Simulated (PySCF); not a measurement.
CdI₂, SMILES [I][Cd][I]. Atoms are numbered in the order given.

```xyz
3

Cd     0.0000     0.0000     0.0000
I      0.0000     0.0000    -2.5921
I      0.0000     0.0000     2.5921
```

Coordinates come from a r2SCAN-D4/def2-SVP optimisation. The isomer is the one that the SMILES or the coordinates give; other isomers of the formula were not compared. The def2 effective core potentials stand for the cores of Cd, I; spin–orbit coupling is left out.

Method: IEF-PCM-M06-2X/def2-SVP (PySCF 2.14.0).

The values are the electrostatic part of the solvation free energy, E(continuum) − E(gas) at the gas-phase geometry, in a cavity of scaled van der Waals radii (PySCF's table); cavitation and dispersion terms are not included. A continuum can't describe solvent molecules that bind to the metal. In vacuum the orbital gap is 7.10 eV. The dipole moment in vacuum is 0.00 D.

Computed values in water (ε = 78.36), ethylethanoate (ε = 5.99), chlorobenzene (ε = 5.70):
```tsv
solvent	ε	ΔG(elec) (kcal/mol)	dipole (D)	gap (eV)
water	78.36	-16.8	0.00	7.69
ethylethanoate	5.99	-12.4	0.00	7.53
chlorobenzene	5.70	-12.1	0.00	7.52
```
